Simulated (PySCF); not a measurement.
Species: C4H14N2Si.
Structure used (GFN2-xTB), in Å, numbered top down from 1:
```
atom  x, y, z in Å
C1     1.7128    1.0083    1.8107
N2     1.0701    0.3977    0.6788
C3     2.0236   -0.0655   -0.2989
Si4   -0.4784   -0.3343    0.8352
N5    -1.1170   -0.4298   -0.7588
C6    -2.1871   -1.3384   -1.0698
C7    -1.1046    0.7115   -1.6400
H8     2.3649    0.3011    2.3401
H9     0.9633    1.3701    2.5086
H10    2.3268    1.8525    1.4815
H11    2.6148    0.7771   -0.6724
H12    1.4983   -0.5264   -1.1298
H13    2.7165   -0.8006    0.1298
H14   -0.5071   -1.7240    1.3176
H15   -1.1939    0.5360    1.7819
H16   -2.0931   -1.6860   -2.1034
H17   -3.1708   -0.8630   -0.9605
H18   -2.1469   -2.1970   -0.4059
H19   -2.0474    1.2709   -1.5888
H20   -0.9631    0.3822   -2.6746
H21   -0.2905    1.3746   -1.3639
```

The closed-shell SCF was solved with PySCF and density fitting under several settings on one GFN2-xTB geometry (grid level 2 and gas phase unless stated).

```
                                                               settings  basis functions  SCF cycles     E (Eh)  HOMO (eV)  LUMO (eV)  dipole (D)
                                                          PBE0/pcSseg-1              196          12  -559.3718      -6.21       1.20        0.52
                                                         PBE0/def2-SVPD              256          12  -559.1487      -6.26       0.65        0.50
wB97X/6-31G*, fitting basis def2-qzvpp-jkfit, energy threshold 1e-07 Eh              130           8  -559.7674      -8.38       3.56        0.41
                           OLYP/cc-pVDZ, fitting basis def2-qzvpp-jkfit              172          10  -559.7265      -4.61       0.89        0.56
                                            BP86/pcSseg-1, grid level 4              196          14  -559.8463      -4.99       0.32        0.60
                                   WP04/MINI, energy threshold 1e-11 Eh               53          10  -565.8887      -8.95      -0.78        0.49
                                 PBE0/6-31G*, energy threshold 1e-11 Eh              130          10  -559.3896      -6.01       1.50        0.46
```

**Question.** Estimate the row for these settings: PBE0/6-311G**, grid level 4.

**Answer.** 
```
                   settings  basis functions  SCF cycles     E (Eh)  HOMO (eV)  LUMO (eV)  dipole (D)
PBE0/6-311G**, grid level 4              218          12  -559.4901      -6.17       1.07        0.47
```

**Question.** Over all rows, what range does the HOMO–LUMO gap span?

**Answer.** From 5.31 eV (BP86/pcSseg-1, grid level 4) to 11.94 eV (wB97X/6-31G*, fitting basis def2-qzvpp-jkfit, energy threshold 1e-07 Eh). The functional of the narrowest has no exact exchange, that of the widest range-separated exact exchange.

**Question.** And the dipole moment?

**Answer.** From 0.41 D (wB97X/6-31G*, fitting basis def2-qzvpp-jkfit, energy threshold 1e-07 Eh) to 0.60 D (BP86/pcSseg-1, grid level 4); the largest is 1.46 times the smallest, and the median is 0.49 D.

**Question.** Compare two rows with the functional PBE0: PBE0/6-311G**, grid level 4 and PBE0/def2-SVPD. Which energy is lower, and by how much?

**Answer.** PBE0/6-311G**, grid level 4 (218 functions) lies 0.3414 Eh or 214 kcal/mol below PBE0/def2-SVPD (256 functions). The smaller set gives the lower energy; the two sets aren't nested, so the variational bound doesn't order them by size.

Cycle counts include a coarse-grid stage where the run had one. All basis functions are spherical, in the Pople sets too. WP04 was designed for NMR shieldings or shifts; total energies of different functionals aren't comparable.

One conformer stands for the species.
